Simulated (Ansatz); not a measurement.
Harmonic frequencies (cm⁻¹) at PBE0-D4/def2-TZVP from Ansatz: 53, 69, 183, 295, 318, 423, 460, 538, 542, 656, 661, 728, 766, 835, 876, 1564, 1937, 2114, 2118, 3598, 3693.

Each molecule was computed in one conformer, which needn't be the lowest.

Q: Which molecule is it?
A. `C1=CNC1`
B. `[OH][Al]([F])[CH2]Cl`
C. `NBC(F)F`
D. `[NH2][AlH][GeH2][F]`

A: D.
